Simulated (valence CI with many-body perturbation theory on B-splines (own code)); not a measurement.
## E1 transitions of Kr XXII

Computed by valence CI with perturbative core correlation (CI+MBPT): five valence electrons over a frozen Dirac-Fock core [Ne], radial functions for each j: 11 s, 11 p, 10 d, 8 f, 5 g, 2 h, with the one-electron correlation potential Σ1, the two-electron term Σ2, the three-electron term Σ3, Breit, model QED; selected CI, second order for the rest, scaled by the run's own slope (own B-spline code, finite nucleus).

No measured levels were compared; by estimate levels of excited configurations hold to 0.05 to 0.15 % of their energy, terms of the ground configuration to about 0.5 %. Among the levels kept, up to 3300 cm⁻¹ of a level comes from second order outside the variational space, and about a tenth of that is noise between levels of different J, which matters for small intervals.

Lines 201 to 250 of 596 in falling wavelength, among levels below 1923000 cm⁻¹, chosen from the strongest by gf and those to the six lowest levels. Wavelengths and rates use the calculated energies, so an error of 400 cm⁻¹ moves a line at 13.55 nm by 0.054 % and its rate by three times that or more. Electric multipoles are in the length gauge with retardation, E1 and E2 with the static RPA response of the core. Weak lines are less certain than strong ones. Lines between different terms over intervals too small for the method are left out, as are lines whose strength nearly cancels. Where a level lies close to another of its J and parity, the split of strength between their lines is uncertain. The highest levels of a list are the least certain.

Names give the largest LS component (configuration and term), which can be under half, so a name can repeat, a term be missing and a line seem to break the LS rules; names also repeat where a configuration has a term twice. Letters in brackets count levels of one name in rising energy.

```tsv
λ vac (nm)	Upper	Lower	A (s⁻¹)	S (a.u.)
13.55	3s3p³3d ⁴D°_3/2 [c]	3s²3p²3d ⁴F_3/2 [a]	1.14e+10	5.58e-02
13.54	3s3p³3d ²F°_5/2 [d]	3s3p⁴ ²P_3/2	5.76e+09	4.23e-02
13.54	3s3p³3d ²G°_9/2 [b]	3s²3p²3d ⁴F_7/2	4.21e+09	5.15e-02
13.54	3s3p³3d ⁴D°_5/2 [d]	3s²3p²3d ²F_7/2 [a]	1.89e+10	1.39e-01
13.54	3s3p³3d ⁴D°_7/2 [a]	3s3p⁴ ⁴P_5/2	2.04e+08	2.00e-03
13.53	3s²3p3d² ⁴G°_7/2 [b]	3s²3p²3d ⁴D_5/2	1.52e+10	1.48e-01
13.49	3s²3p²3d ²P_1/2 [b]	3s²3p³ ²P°_3/2	2.49e+10	6.03e-02
13.46	3s²3p3d² ²D°_3/2 [a]	3s²3p²3d ²D_5/2 [c]	1.52e+10	7.30e-02
13.46	3s3p³3d ²D°_5/2 [e]	3s²3p²3d ⁴P_3/2	5.29e+09	3.82e-02
13.46	3s²3p²3d ⁴F_5/2	3s²3p³ ⁴S°_3/2	3.49e+09	2.52e-02
13.44	3s²3p3d² ²P°_3/2 [a]	3s²3p²3d ²S_1/2	2.60e+10	1.24e-01
13.43	3s²3p3d² ²G°_7/2 [b]	3s²3p²3d ²D_5/2 [a]	5.79e+09	5.54e-02
13.41	3s²3p²3d ²P_1/2 [a]	3s²3p³ ²D°_3/2	3.60e+09	8.59e-03
13.41	3s²3p3d² ⁴P°_1/2 [a]	3s²3p²3d ⁴P_3/2	1.64e+10	3.91e-02
13.41	3s3p³3d ²D°_3/2 [b]	3s3p⁴ ²S_1/2	1.74e+10	8.31e-02
13.39	3s²3p²3d ⁴D_5/2	3s²3p³ ²D°_3/2	1.89e+09	1.35e-02
13.39	3s3p³3d ⁴D°_7/2 [e]	3s²3p²3d ²F_5/2 [a]	8.80e+09	8.33e-02
13.36	3s3p³3d ²F°_7/2 [c]	3s²3p²3d ²G_7/2 [b]	8.87e+09	8.36e-02
13.36	3s²3p²3d ²D_5/2 [a]	3s²3p³ ²P°_3/2	4.44e+09	3.14e-02
13.35	3s3p³3d ²D°_5/2 [f]	3s²3p²3d ²D_5/2 [a]	2.66e+10	1.88e-01
13.34	3s3p³3d ⁴D°_3/2 [a]	3s3p⁴ ⁴P_5/2	5.32e+08	2.49e-03
13.32	3s3p³3d ²D°_5/2 [g]	3s²3p²3d ²D_5/2 [b]	2.94e+10	2.06e-01
13.32	3s²3p3d² ⁴G°_7/2 [b]	3s²3p²3d ⁴F_9/2	1.55e+10	1.45e-01
13.31	3s3p³3d ⁴D°_5/2 [d]	3s²3p²3d ⁴F_7/2	3.20e+10	2.24e-01
13.29	3s3p²3d² ⁶G_9/2	3s3p³3d ⁶D°_7/2	4.51e+09	5.23e-02
13.28	3s3p³3d ⁴D°_1/2 [d]	3s²3p²3d ⁴D_3/2	2.93e+10	6.77e-02
13.28	3s3p³3d ²D°_5/2 [e]	3s²3p²3d ²G_7/2 [b]	1.55e+10	1.08e-01
13.28	3s²3p3d² ²F°_7/2 [a]	3s²3p²3d ²D_5/2 [a]	1.51e+10	1.40e-01
13.26	3s²3p3d² ²P°_3/2 [a]	3s²3p²3d ²P_3/2	2.06e+10	9.50e-02
13.25	3s3p³3d ⁴P°_5/2 [a]	3s3p⁴ ²D_3/2	1.03e+10	7.09e-02
13.25	3s3p³3d ²P°_3/2 [d]	3s²3p²3d ²D_3/2 [a]	1.14e+10	5.21e-02
13.24	3s3p³3d ⁴F°_5/2 [a]	3s3p⁴ ⁴P_5/2	9.07e+08	6.24e-03
13.23	3s²3p3d² ²H°_9/2	3s²3p²3d ²G_7/2 [b]	1.92e+10	2.19e-01
13.19	3s3p³3d ²D°_3/2 [d]	3s²3p²3d ⁴D_5/2	1.81e+10	8.17e-02
13.15	3s²3p3d² ⁴P°_5/2	3s²3p²3d ²D_5/2 [a]	1.69e+10	1.14e-01
13.15	3s²3p3d² ⁴D°_7/2 [a]	3s²3p²3d ⁴P_5/2	2.72e+10	2.44e-01
13.13	3s²3p²3d ⁴P_1/2	3s²3p³ ²P°_1/2	1.22e+09	2.73e-03
13.13	3s3p³3d ⁴D°_3/2 [d]	3s²3p²3d ²F_5/2 [a]	4.35e+10	1.94e-01
13.11	3s²3p3d² ⁴S°_3/2	3s²3p²3d ²P_3/2	1.43e+10	6.36e-02
13.10	3s²3p3d² ²F°_5/2 [a]	3s²3p²3d ²G_7/2 [b]	2.06e+10	1.37e-01
13.10	3s²3p3d² ²D°_5/2 [a]	3s²3p²3d ²D_3/2 [c]	1.29e+10	8.57e-02
13.08	3s²3p²3d ²G_7/2 [a]	3s²3p³ ²D°_5/2	3.16e+09	2.79e-02
13.04	3s3p³3d ⁴F°_7/2	3s3p⁴ ⁴P_5/2	4.71e+08	4.12e-03
12.97	3s²3p3d² ⁴D°_1/2 [b]	3s²3p²3d ²D_3/2 [b]	2.46e+10	5.30e-02
12.96	3s²3p3d² ²F°_7/2 [b]	3s²3p²3d ²F_7/2 [b]	2.73e+10	2.35e-01
12.93	3s²3p²3d ²F_5/2 [a]	3s²3p³ ⁴S°_3/2	9.40e+08	6.02e-03
12.93	3s²3p3d² ⁴G°_7/2 [a]	3s²3p²3d ²F_5/2 [a]	4.74e+09	4.05e-02
12.93	3s²3p²3d ²D_3/2 [b]	3s²3p³ ²P°_3/2	8.35e+08	3.56e-03
12.90	3s3p³3d ²D°_3/2 [f]	3s²3p²3d ²D_3/2 [b]	2.61e+10	1.11e-01
12.88	3s²3p²3d ²P_1/2 [c]	3s²3p³ ²P°_3/2	2.56e+09	5.40e-03
```
